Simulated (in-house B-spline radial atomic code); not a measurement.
Inner levels of rhenium as electrons are removed. A shift is the extra binding of the orbital against the neutral atom ([Xe] 4f14 5d3/2(4) 5d5/2(1) 6s2). The density at the nucleus is averaged over the nuclear charge. Computed with a B-spline radial code for spherical atoms: Dirac-Hartree-Fock, jj configuration that fills j = l - 1/2 first, finite nuclei.

A number in brackets counts the electrons of a j subshell.

| ion | configuration | shift of 1s1/2 (eV) | shift of 3p3/2 (eV) | shift of 3p1/2 (eV) | radius of 1s1/2 (bohr) | radius of 3p3/2 (bohr) | radius of 3p1/2 (bohr) | Σ<r²> (bohr²) | change of density at nucleus (bohr⁻³) |
| --- | --- | --- | --- | --- | --- | --- | --- | --- | --- |
| Re51+ | [Ar] 3d3/2(4) 3d5/2(2) | 3129.38 | 2739.12 | 2792.61 | 0.018034 | 0.19182 | 0.17882 | 0.56895 | -6382.14 |
| Re52+ | [Ar] 3d3/2(4) 3d5/2(1) | ? | ? | ? | ? | ? | ? | ? | ? |
| Re53+ | [Ar] 3d3/2(4) | 3476.74 | 2983.65 | 3056.03 | 0.018034 | 0.18972 | 0.17689 | 0.49119 | -4967.4 |
| Re54+ | [Ar] 3d3/2(3) | 3659.24 | 3113.05 | 3181.97 | 0.018034 | 0.18859 | 0.176 | 0.45517 | -4192.47 |
| Re55+ | [Ar] 3d3/2(2) | 3844.23 | 3243.72 | 3309.18 | 0.018035 | 0.18747 | 0.17511 | 0.42018 | -3402.62 |
| Re56+ | [Ar] 3d3/2(1) | ? | ? | ? | ? | ? | ? | ? | ? |
| Re57+ | [Ne] 3s2 3p6 | 4221.69 | 3508.86 | 3567.47 | 0.018035 | 0.18526 | 0.17336 | 0.35315 | -1777.87 |

(1) Fill in the row of Re52+.

(2) Fill in the row of Re56+.

Results:

(1) shift of 1s1/2 (eV): 3301.88; shift of 3p3/2 (eV): 2860.77; shift of 3p1/2 (eV): 2923.67; radius of 1s1/2 (bohr): 0.018034; radius of 3p3/2 (bohr): 0.19077; radius of 3p1/2 (bohr): 0.17785; Σ<r²> (bohr²): 0.52951; change of density at nucleus (bohr⁻³): -5681.6.

(2) shift of 1s1/2 (eV): 4031.72; shift of 3p3/2 (eV): 3375.66; shift of 3p1/2 (eV): 3437.68; radius of 1s1/2 (bohr): 0.018035; radius of 3p3/2 (bohr): 0.18636; radius of 3p1/2 (bohr): 0.17423; Σ<r²> (bohr²): 0.38619; change of density at nucleus (bohr⁻³): -2597.77.
